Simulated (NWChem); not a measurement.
System: SiIClF₂; SMILES Cl[Si](F)(I)F

Program: NWChem. All runs use the structure optimised with PBE0/def2-SVP. def2 effective core potentials on I; no spin-orbit coupling. Vertical excitations in the gas phase; the lowest state need not have the same character in each row.

Problem. Among these, which level gives the highest value of “lowest excitation, singlet (eV)”?
A) Hartree-Fock/def2-SVP, TDHF
B) LDA (Slater exchange, VWN5)/def2-SVP, full TDDFT
C) B3LYP/def2-SVP, full TDDFT
D) PBE/def2-SVP, full TDDFT

Solution. A, Hartree-Fock/def2-SVP, TDHF. Values: LDA (Slater exchange, VWN5)/def2-SVP, full TDDFT 5.51; PBE/def2-SVP, full TDDFT 5.58; B3LYP/def2-SVP, full TDDFT 5.83; Hartree-Fock/def2-SVP, TDHF 6.96
